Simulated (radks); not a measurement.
Question: All-electron atom: P in [Ne] 3s1.5 3p3.5 (fractional occupations, a model configuration). Method: scalar-relativistic Kohn-Sham, PBE, spin-polarised, spherical densities, finite nucleus; open shells are filled with parallel spins first; Fermi nuclear charge, rms radius 3.1889 fm; computed with a radial shooting solver on a logarithmic mesh with Libxc functionals. Some entries of the table are withheld. Estimate them.

orbital  occ.  eigenvalue (hartree)  r(max) (bohr)
1s up       1             -76.60851        0.06764
1s down     1             -76.59587        0.06764
2s up       1              -6.41227         0.4187
2s down     1              -6.39815         0.4190
2p up       3                   (1)            (2)
2p down     3                   (3)            (4)
3s up       1                   (5)          1.572
3s down   0.5                   (6)          1.561
3p up       3              -0.24414          1.812
3p down   0.5              -0.14905          1.842

Answer: 
(1) 2p up eigenvalue (hartree): -4.59475
(2) 2p up r(max) (bohr): 0.3540
(3) 2p down eigenvalue (hartree): -4.57709
(4) 2p down r(max) (bohr): 0.3544
(5) 3s up eigenvalue (hartree): -0.56167
(6) 3s down eigenvalue (hartree): -0.45615
